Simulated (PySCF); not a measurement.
Can point charges reproduce the dipole moment of `O=C1CCC(=O)O1`?

Coordinates (PBE0-D3(BJ)/def2-SVP, Å) and charges (e) from the PBE0/pcSseg-1 density (PySCF):

| atom | x | y | z | Mulliken | IAO | Hirshfeld | ESP-fitted |
| --- | --- | --- | --- | --- | --- | --- | --- |
| O1 | -1.721 | -1.203 | -1.961 | -0.3376 | -0.3950 | -0.2364 | -0.4894 |
| C2 | -0.933 | -0.825 | -1.158 | +0.4654 | +0.5298 | +0.2187 | +0.6824 |
| C3 | -0.907 | 0.484 | -0.398 | -0.2900 | -0.3381 | -0.0698 | -0.1611 |
| C4 | 0.333 | 0.397 | 0.473 | -0.2899 | -0.3381 | -0.0699 | -0.2160 |
| C5 | 0.925 | -0.961 | 0.161 | +0.4654 | +0.5298 | +0.2187 | +0.6864 |
| O6 | 1.897 | -1.470 | 0.613 | -0.3376 | -0.3950 | -0.2363 | -0.4866 |
| O7 | 0.146 | -1.588 | -0.782 | -0.3948 | -0.3157 | -0.0955 | -0.3955 |
| H8 | -1.849 | 0.576 | 0.163 | +0.1799 | +0.1805 | +0.0677 | +0.0897 |
| H9 | -0.893 | 1.307 | -1.127 | +0.1796 | +0.1805 | +0.0676 | +0.0881 |
| H10 | 1.092 | 1.163 | 0.256 | +0.1800 | +0.1805 | +0.0676 | +0.1018 |
| H11 | 0.134 | 0.447 | 1.553 | +0.1795 | +0.1805 | +0.0676 | +0.1001 |

Task: Form Σ q r in debye for every column and set it beside the full dipole.

Result: The full density gives (-0.88, 4.17, 1.67) D, 4.57 D in size; dipole vectors point from the negative to the positive end.

```csv
scheme,μx,μy,μz,size (D),share of the full size (%),angle to the full dipole (°)
Mulliken,-1.09,5.14,2.06,5.65,124,0
IAO,-0.96,4.53,1.82,4.98,109,0
Hirshfeld,-0.57,2.73,1.09,2.99,65,0
ESP-fitted,-0.89,4.21,1.68,4.62,101,0
```

Task: Which set comes closest?

Result: Length of the difference vector: ESP-fitted 0.05 D, IAO 0.40 D, Mulliken 1.08 D, Hirshfeld 1.58 D. Closest: ESP-fitted. ESP charges are fitted to the potential around the molecule, whose slowest-falling term is the dipole's. The schemes that divide the density aren't constrained to reproduce the dipole.

Task: What is left for the Hirshfeld atoms' own dipoles?

Result: The Hirshfeld atoms' densities add up to the full density, so μ = Σ q r + Σ (atomic dipoles). The atomic dipoles sum to (-0.88, 4.17, 1.67) − (-0.57, 2.73, 1.09) = (-0.31, 1.44, 0.58) D, 1.58 D in size.

Task: With the origin at the mean of the coordinates, (-0.161, -0.152, -0.201) Å, which are the largest single terms, by size, of the Hirshfeld dipole along the direction of the full one?

Result: O1 +1.48, O6 +1.48, C5 -0.86, C2 -0.85, O7 +0.72 D; all 11 atoms together +2.99 D. The single terms depend on the origin, their sum doesn't.

Task: Give the size of the full dipole in other units.

Result: 4.57 D = 1.799 au = 0.952 e·Å = 15.25 × 10⁻³⁰ C·m.

Isolated species at its PBE0-D3(BJ)/def2-SVP geometry, gas phase.

The run behind these numbers computed NMR shieldings as well. The run took 11 s of wall time on one thread of an Arm Neoverse V1, no GPU, on a shared host.
